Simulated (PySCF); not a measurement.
Be(SeH)2 (BeH2Se2), SMILES [SeH][Be][SeH].

Geometry optimised at B3LYP-D3(BJ)/def2-TZVP. One conformer was computed; it need not be the lowest.

All values below come from PySCF with B3LYP-D3(BJ)/def2-TZVP.

Frequencies are harmonic and unscaled.

| mode | ν (cm⁻¹) | IR (km/mol) | moving atoms (share of kinetic energy) |
|---|---|---|---|
| 1 | 172 | 16.6 | Be 78 %, H 13 %, Se 9 % |
| 2 | 174 | 14.6 | Be 83 %, H 13 % |
| 3 | 198 | 1.7 | H 96 % |
| 4 | 214 | 0.2 | Se 95 % |
| 5 | 571 | 0.1 | H 86 %, Be 12 % |
| 6 | 572 | 1.8 | H 86 %, Be 12 % |
| 7 | 912 | 230.8 | Be 95 % |
| 8 | 2391 | 4.8 | H 99 % |
| 9 | 2391 | 4.1 | H 99 % |
